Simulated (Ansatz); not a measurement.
Reaction: HBr (bromane, SMILES Br) → Br (doublet) + H (doublet) (the Br-H bond breaks)
Each species at its own B3LYP-D3(BJ)/def2-TZVP minimum (Ansatz, an electronic-structure program).

Wanted: bond dissociation energy (electronic), in kcal/mol. Radicals and triplets start from unrestricted determinants; spin-orbit coupling is neglected. Correlated methods leave the cores frozen (noble-gas shells, and filled d and f shells in the p block). No relativity. CBS(X,Y): correlation extrapolated as X^-3, Hartree-Fock from the larger set (Q,5: extrapolated as (X+1)exp(-9√X)). A bracket is a step between two methods taken in the basis named. Double hybrids freeze cores in their MP2 part. Where a partner has so few electrons that a lower coupled-cluster level is exact, that level stands in. Spin-orbit terms, left out, reach several kcal/mol for Br and I, and more for heavier atoms.

CCSD(T)/CBS(cc-pVQZ,cc-pV5Z) + [CCSDT(Q) - CCSD(T)]/cc-pV5Z + [CCSDTQ - CCSDT(Q)]/cc-pVTZ (Ansatz) gives 93.5 kcal/mol.

Problem. How far off this value is PBE/def2-TZVPD (Ansatz), in which direction, and how far these levels: r2SCAN/def2-TZVPD, B3LYP/def2-TZVPD, PBE0/def2-TZVPD, wB97M-V/def2-TZVPD, B2PLYP/def2-TZVPD, CCSD(T)/CBS(cc-pVQZ,cc-pV5Z)?

Solution. PBE gives 93.0 kcal/mol, 0.5 kcal/mol below it. Differences of the others: r2SCAN/def2-TZVPD (Ansatz) -0.3; B3LYP/def2-TZVPD (Ansatz) -1.6; PBE0/def2-TZVPD (Ansatz) -2.0; wB97M-V/def2-TZVPD (Ansatz) -1.6; B2PLYP/def2-TZVPD (Ansatz) -2.8; CCSD(T)/CBS(cc-pVQZ,cc-pV5Z) (Ansatz) 0.0 kcal/mol.
